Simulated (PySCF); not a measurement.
A structure optimised at PBE-D3(BJ)/def2-SVP, used in a PySCF frequency run:

```xyz
10

C     -1.2615    -0.0329     0.0000
C     -0.5205    -1.1605     0.0000
C      0.9231    -0.6955     0.0000
C      0.8384     0.8103     0.0000
C     -0.4732     1.1909     0.0000
H     -0.8416    -2.2098     0.0000
H      1.4779    -1.0766    -0.8888
H      1.4779    -1.0766     0.8888
H      1.7152     1.4737     0.0000
H     -0.8671     2.2160     0.0000
```
Charge 0, spin multiplicity 2.

### Question
Write its SMILES, formula and point group.

### Answer
[C]1=CCC=C1, C5H5, Cs

### Question
What are its rotational constants (standard atomic weights)?

### Answer
9.3634, 8.0265, 4.4428 GHz
